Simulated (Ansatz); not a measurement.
Harmonic frequencies (cm⁻¹) at PBE0-D4/def2-TZVP from Ansatz: 116, 132, 166, 317, 432, 450, 694, 701, 2208.

Question: Which molecule is it?
A. `[Cl][GeH]([Cl])[Br]`
B. `[I][Ge]([I])([I])[I]`
C. `[F][GeH2][SH]`
D. `[F][Ge]([F])([F])[I]`

Answer: A.
